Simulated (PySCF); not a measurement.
C2H7NSi2, SMILES C[Si@@H]1N=C[SiH2]1.

Coordinates come from a B3LYP-D3(BJ)/def2-SVP optimisation. The structure was generated by enumeration; whether it is a known compound was not checked.

Two levels are set side by side: PBE/def2-TZVP (PySCF) and ωB97X/def2-TZVP (PySCF). Same geometry, gas phase. Differences are taken from unrounded values.

```tsv
quantity	PBE
orbital gap (eV)	3.13
highest occupied level (eV)	-5.32
lowest empty level (eV)	-2.18
dipole moment (D)	1.49
mean polarisability (bohr³)	86.9
```

Task: These are the PBE values. What does ωB97X give? (Estimate from the structure and the level; the computed values follow.)

Result: 
```json
[
 {"quantity": "orbital gap (eV)", "ωB97X": "10.17", "PBE minus ωB97X": "-7.03"},
 {"quantity": "highest occupied level (eV)", "ωB97X": "-8.96", "PBE minus ωB97X": "3.64"},
 {"quantity": "lowest empty level (eV)", "ωB97X": "1.21", "PBE minus ωB97X": "-3.39"},
 {"quantity": "dipole moment (D)", "ωB97X": "1.74", "PBE minus ωB97X": "-0.25"},
 {"quantity": "mean polarisability (bohr³)", "ωB97X": "82.2", "PBE minus ωB97X": "4.6"}
]
```

Without exact exchange PBE keeps part of each electron's self-repulsion, which lifts occupied levels and narrows the gap. PBE's more diffuse valence density responds more strongly to a field. Differences between two approximate levels are no errors against the true value.

Rough cost on one machine, each run with all the roots and properties that it gave: ωB97X against PBE within a factor of 2.
